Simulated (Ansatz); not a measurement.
Geometry optimisation, RKS PBE-D4/def2-SVP (Ansatz 0.2.0).

input.yaml

```yaml
crystal:
  periodic: [false, false, false]
  atoms:
    - { symbol: Ga, position_ang: [-1.1036, 0.8812, -0.4602] }
    - { symbol: H, position_ang: [-1.0476, -0.8015, 0.6649] }
    - { symbol: Cl, position_ang: [-2.3989, 0.4233, -2.0721] }
    - { symbol: Cl, position_ang: [-2.0611, 2.009, 1.0625] }
    - { symbol: H, position_ang: [-0.1104, -1.0539, 0.7061] }
    - { symbol: Si, position_ang: [1.3677, -0.1772, -0.0654] }
    - { symbol: H, position_ang: [1.4767, -0.1196, 1.4109] }
    - { symbol: H, position_ang: [1.2369, -1.5276, -0.6618] }
    - { symbol: H, position_ang: [2.6403, 0.3664, -0.5849] }
basis:
  gaussian: { orbitals: def2-SVP }
hamiltonian:
  xc: pbe
  dispersion: d4
relax:
  f_tol: 0.15
  max_steps: 25
  restrain:
    - { distance: [0, 5], at: 3.63, k: 30.0 }
    - { distance: [4, 1], at: 1.92, k: 30.0 }
    - { distance: [0, 1], at: 1.53, k: 30.0 }
    - { distance: [4, 5], at: 1.42, k: 30.0 }
```

Run as:

```bash
$ ansatz run input.yaml --threads 2 --pin off --max-ram 3072MiB --backend cpu --events-out ev --progress --plain --runs-dir out
```

Task: Where does it end, and by what steps?

Result: The forces met the threshold. The restraints hold the end off the free minimum. After 8 steps the energy has fallen by 1.430 eV (the restraints' own energy left out); Ga1 moved furthest, 0.97 Å. Joined: Ga1–H2 (2.02 → 1.53 Å), H5–Si6 (1.88 → 1.46 Å).

```tsv
step	energy less start (eV)	largest force component (eV/Å)	accepted
0	0.0000	3.845	yes
1	2.3017	4.037	yes
2	3.8467	2.627	yes
3	2.8015	2.153	yes
4	0.9907	2.190	yes
5	-0.1419	1.575	yes
6	-0.9377	0.997	yes
7	-1.3560	1.128	yes
8	-1.4297	1.132	yes
```

```xyz
9
Properties=species:S:1:pos:R:3
Ga -1.927 0.499 -0.122
H -1.776 -0.848 0.596
Cl -2.222 0.678 -2.254
Cl -1.776 2.383 0.928
H 0.091 -0.471 0.228
Si 1.546 -0.531 0.164
H 2.052 -0.446 1.575
H 1.894 -1.852 -0.458
H 2.116 0.588 -0.657
```

Run time: 11 s on 2 threads of Intel(R) Xeon(R) 6975P-C (Granite Rapids) (shared host), peak memory 0.18 GiB.
